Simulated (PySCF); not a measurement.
**How far are cheaper levels from CCSD(T)/CBS for SeCl?**

PySCF; the state is a doublet (π ↑). The composite is CCSD(T) extrapolated to the basis-set limit from two correlation-consistent sets, with core-valence (CV) and scalar-relativistic (SR) terms as its label shows; it has no spin–orbit coupling and nothing beyond (T). Here it is CCSD(T)/CBS(TQ). It gives Re = 2.128 Å, ωe = 449 cm⁻¹ and De = 2.75 eV to Se + Cl.

| level | basis | relativity | Re (Å) | ωe (cm⁻¹) | De (eV) |
| --- | --- | --- | --- | --- | --- |
| UHF | x2c-SVPall | spin-free X2C | 2.160 | 440 | 0.93 |
| UHF-SCS-MP2 | def2-TZVPP | no relativity | 2.132 | 446 | 2.52 |
| UHF-CCSD | def2-TZVPP | no relativity | 2.132 | 451 | 2.35 |
| PBE | x2c-SVPall | spin-free X2C | 2.167 | 421 | 3.02 |
| revPBE | 6-31G(d,p) | no relativity | 2.173 | 421 | 2.73 |
| r²SCAN | x2c-SVPall | spin-free X2C | 2.155 | 431 | 2.74 |
| PBE0 | x2c-SVPall | spin-free X2C | 2.145 | 442 | 2.69 |
| PBE0 | cc-pVTZ-PP/cc-pV(T+d)Z | scalar-relativistic core potentials | 2.120 | 458 | 2.85 |
| PBE0 | def2-TZVPP | no relativity | 2.120 | 458 | 2.85 |
| BHandHLYP | def2-TZVPP | no relativity | 2.126 | 454 | 2.41 |

Q: Give the difference of each row from the composite.

A: 

```json
{"level": "UHF", "basis": "x2c-SVPall", "ΔRe (pm)": "+3.2", "Δωe (%)": "-2.0", "ΔDe (eV)": "-1.82"}
{"level": "UHF-SCS-MP2", "basis": "def2-TZVPP", "ΔRe (pm)": "+0.4", "Δωe (%)": "-0.7", "ΔDe (eV)": "-0.23"}
{"level": "UHF-CCSD", "basis": "def2-TZVPP", "ΔRe (pm)": "+0.4", "Δωe (%)": "+0.4", "ΔDe (eV)": "-0.40"}
{"level": "PBE", "basis": "x2c-SVPall", "ΔRe (pm)": "+3.9", "Δωe (%)": "-6.2", "ΔDe (eV)": "+0.27"}
{"level": "revPBE", "basis": "6-31G(d,p)", "ΔRe (pm)": "+4.5", "Δωe (%)": "-6.2", "ΔDe (eV)": "-0.02"}
{"level": "r²SCAN", "basis": "x2c-SVPall", "ΔRe (pm)": "+2.7", "Δωe (%)": "-4.0", "ΔDe (eV)": "-0.01"}
{"level": "PBE0", "basis": "x2c-SVPall", "ΔRe (pm)": "+1.7", "Δωe (%)": "-1.6", "ΔDe (eV)": "-0.06"}
{"level": "PBE0", "basis": "cc-pVTZ-PP/cc-pV(T+d)Z", "ΔRe (pm)": "-0.8", "Δωe (%)": "+2.0", "ΔDe (eV)": "+0.10"}
{"level": "PBE0", "basis": "def2-TZVPP", "ΔRe (pm)": "-0.8", "Δωe (%)": "+2.0", "ΔDe (eV)": "+0.10"}
{"level": "BHandHLYP", "basis": "def2-TZVPP", "ΔRe (pm)": "-0.2", "Δωe (%)": "+1.1", "ΔDe (eV)": "-0.34"}
```

Q: Which rows come closest in De?

A: revPBE in 6-31G(d,p) (-0.02 eV); r²SCAN in x2c-SVPall (-0.01 eV), counted from the composite.

Correlated steps freeze 14 core orbitals. Spin–orbit coupling is left out. The state is the lowest determinant that a PBE0 search found; another state may lie lower at other levels.
